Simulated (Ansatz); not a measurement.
Ansatz results at the PBE0-D4/def2-TZVP geometry: size of the dipole moment (ωB97M-V/def2-TZVPP) 2.17 D; size of the dipole moment (B3LYP/def2-TZVPP) 2.09 D; size of the dipole moment (PBE/def2-TZVPP) 1.83 D.

(1) Which molecule gave them?
A. `[O]I`•
B. `O=[P]`•
C. `[O]P=O`•
D. `O=[N+]([O-])O`

Answers

(1) B. The others give `O=[N+]([O-])O`: 2.41, 2.39, 2.30; `[O]P=O`•: 1.55, 1.47, 1.29; `[O]I`•: 2.46, 2.48, 2.48.

B3LYP here is the variant with VWN-RPA as its local correlation; programs differ in this.
